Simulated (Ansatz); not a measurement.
BeH2O2 (SMILES [OH][Be][OH]) moved off its minimum; all values from Ansatz (a quantum-chemistry and plane-wave program), cores frozen in correlated methods.
(charge 0, multiplicity 1)
```xyz
5

Be     0.05619    -0.03310     0.04257
O      0.86234     0.07171    -1.11765
H      1.78467     0.01404    -1.13791
O     -1.00865     0.04236     1.18199
H     -1.35295    -0.81333     1.28920
```

Forces at HF/def2-TZVPP (eV/Å):

```csv
atom,Fx,Fy,Fz
Be1,-2.186,0.753,1.869
O2,-0.524,-0.148,0.333
H3,0.734,-0.023,-0.188
O4,2.610,0.036,-2.484
H5,-0.633,-0.617,0.470
```

Question: Give the forces (eV/Å), the total energy and the dipole at CCSD(T)/aug-cc-pVTZ.

Answer: 
```json
[
 {"atom": "Be1", "Fx": "-2.066", "Fy": "0.531", "Fz": "1.937"},
 {"atom": "O2", "Fx": "-1.382", "Fy": "0.024", "Fz": "-0.117"},
 {"atom": "H3", "Fx": "1.876", "Fy": "-0.102", "Fz": "-0.210"},
 {"atom": "O4", "Fx": "2.580", "Fy": "1.288", "Fz": "-2.156"},
 {"atom": "H5", "Fx": "-1.009", "Fy": "-1.742", "Fz": "0.546"}
]
```
Energy -166.2856 hartree, dipole 2.28 D.
